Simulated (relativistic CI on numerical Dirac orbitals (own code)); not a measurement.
## Hyperfine structure of Dy L, mass number 163

Computed by Dirac-Coulomb-Breit CI, KLI orbitals optimised for each configuration, a model potential for QED, unscaled Slater integrals (own radial code, finite nucleus).

CI space (outside the closed core [Ne]): 3s2.3p5, 3s.3p6, 3s2.3p4.3d, 3s.3p5.3d, 3p6.3d, 3s.3p4.3d2, 3s2.3p3.3d.4p, 3p6.4s, 3s.3p4.3d.4s, 3s2.3p4.4s, 3p6.4p, 3s2.3p4.4p, 3s2.3p3.3d2, 3s2.3p2.3d3, 3s.3p3.3d3, 3s2.3p2.3d2.4s, 3s2.3p2.3d2.4p. Double excitations out of closed p, d and f shells are left out; levels of such configurations are missing from the list, as are those of other unlisted configurations, and high levels can miss mixing partners.

Nuclear spin I = 5/2, μ = 0.671 μN, Q = 2.65 b (tables of Stone and Pyykkö). The electronic factors are computed for point nuclear moments, without core polarisation or the Bohr-Weisskopf and QED corrections.

| Level | E (eV) | A (GHz) | B (GHz) |
| --- | --- | --- | --- |
| 3s2.3p5 2P°_3/2 | 0.000 | 37.73 | -727 |
| 3s2.3p5 2P°_1/2 | 201.042 | 289.4 |  |
| 3s2.3p4.3d 2D_3/2 | 228.345 | 21.1 | 445 |
| 3s2.3p4.3d 4F_9/2 | 253.284 | 21.39 | 226 |
| 3s2.3p4.3d 2P_1/2 | 256.863 | -0.3368 |  |
| 3s2.3p4.3d 2D_5/2 | 277.999 | 10.74 | 804 |
| 3s.3p6 2S_1/2 | 364.534 | 693.3 |  |

Levels with J = 0, under 50 % of one LS term, or S terms without an open s electron are left out. Small factors come from cancelling terms and can be off by tens of per cent or more.

At this charge energies of transitions that change n are usually good to better than 1 %, and those within a shell (Δn = 0) to a few per cent.

Give the hyperfine levels of 3s2.3p5 2P°_1/2 relative to its centre of gravity.

With K = F(F + 1) − I(I + 1) − J(J + 1), E = AK/2: F = 2: -506.5, F = 3: 361.8 GHz.

LS names give the leading component of a level, which can be under half, so a name can repeat, a term be missing and a line seem to break the LS rules.
